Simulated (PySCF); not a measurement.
# Hg²⁺: ionisation energy

Hg²⁺ [Xe] 4f14 5d10 (1S) → Hg³⁺ [Xe] 4f14 5d9 (2D), as a difference of total energies. All numbers are calculated (PySCF 2.14, scalar relativity by spin-free X2C-1e, in ANO-RCC-VTZP). Correlated levels: valence: [Xe] 4f14 frozen. The calculations carry no spin-orbit coupling.

```tsv
method	ionisation energy (eV)	plus first-order spin-orbit estimate	error of that sum (eV)
UHF	33.509	32.690	-1.800
MP2 (valence)	35.269	34.450	-0.040
SCS-MP2 (valence)	35.095	34.276	-0.214
CCSD (valence)	34.986	34.167	-0.323
CCSD(T) (valence)	35.062	34.243	-0.247
```

Reference: 34.49 ± 0.05 eV (measured; NIST Atomic Spectra Database, ionization energies).

A first-order spin-orbit estimate (lowest level to lowest level, LS coupling) adds -0.819 eV.

Errors of the correlated levels include the incompleteness of this basis and the frozen core.
